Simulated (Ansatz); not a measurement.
Consider the hydrogenolysis of the Si–F bond: `N[C@@H](F)[Si@@H](F)Cl` + H₂ → `NC(F)[SiH2]Cl` + H–F.

Calculated with Ansatz (gas phase, PBE0-D4/def2-TZVP geometries, no zero-point term in ΔE). CCSD(T)/CBS is the MP2 limit (def2-TZVPP, def2-QZVPP) plus CCSD(T) − MP2 in def2-TZVPP, frozen cores. This one scheme is used for every species. Each species was taken in one conformer, which may not be the lowest.

```json
{"species": "`N[C@@H](F)[Si@@H](F)Cl`", "CCSD(T)/CBS(def2) energy (Eh)": "-1043.72032"}
{"species": "H₂", "CCSD(T)/CBS(def2) energy (Eh)": "-1.17544"}
{"species": "`NC(F)[SiH2]Cl`", "CCSD(T)/CBS(def2) energy (Eh)": "-944.45362"}
{"species": "H–F", "CCSD(T)/CBS(def2) energy (Eh)": "-100.39570"}
```

**Question.** Work out ΔE.

**Answer.** ΔE = (-944.45362) + (-100.39570) − (-1043.72032) − (-1.17544) = 0.04644 Eh = +121.9 kJ/mol.

Largest T1 diagnostic among the species: 0.011.

The D4 term adds +4.1 kJ/mol with B3LYP and +2.1 kJ/mol with PBE0; it sums over pairs of atoms, weighted by their polarisabilities, and B3LYP, whose exchange is more repulsive, gets the larger term.

B3LYP here is the variant with VWN-RPA as its local correlation; programs differ in this.
